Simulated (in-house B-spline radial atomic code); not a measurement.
**Binding energies in Ge5+**

NIST's tabulated ground configuration is [Ar] 3d9; each binding energy is the energy of the ion with one electron taken from that subshell, relaxed, less that of the parent. All numbers are computed (Dirac-Hartree-Fock, average of configuration; Fermi nucleus of rms radius 4.0742 fm) with an all-electron radial atomic-structure program (B-spline basis), not measured. Energies include first-order Breit, QED and recoil terms.

```tsv
subshell	X-ray name	binding energy (eV)	-ε (eV)	relaxation (eV)
1s	K	11197.5	11265.2	45.3
2s	L1	1511.4	1534.0	20.7
2p1/2	L2	1342.9	1367.5	22.8
2p3/2	L3	1311.6	1335.2	22.4
3s	M1	273.2	277.5	4.0
3p1/2	M2	216.3	220.5	3.9
3p3/2	M3	211.9	215.8	3.8
3d	M4,5	116.2	119.8	3.7
```

Relaxation = -ε minus the binding energy without Breit, QED and recoil terms.

Emission lines follow as differences of binding energies, with λ = 12398.42 eV·Å / E:

| line | holes | energy (eV) | wavelength (Å) |
| --- | --- | --- | --- |
| K-L3 | 1s → 2p3/2 | 9885.9 | 1.2542 |
| K-L2 | 1s → 2p1/2 | 9854.6 | 1.2581 |
| K-M3 | 1s → 3p3/2 | 10985.6 | 1.1286 |
| L1-M3 | 2s → 3p3/2 | 1299.5 | 9.5409 |
| L3-M1 | 2p3/2 → 3s | 1038.4 | 11.94 |

Question: What screening constant σ does Moseley's law, E = (3/4)·13.6057 eV·(Z - σ)², need for K-L3?

Answer: σ = 0.87.

Question: What does it cost to remove both a 3s and a 3p1/2 electron?

Answer: 517.47 eV, which is 27.9 eV more than the two single binding energies together.

Question: What does it cost to remove both a 2p3/2 and a 2p1/2 electron?

Answer: 2741 eV, which is 86.52 eV more than the two single binding energies together.

Question: What does it cost to remove both a 1s and a 2p3/2 electron?

Answer: 12633 eV, which is 123.7 eV more than the two single binding energies together.
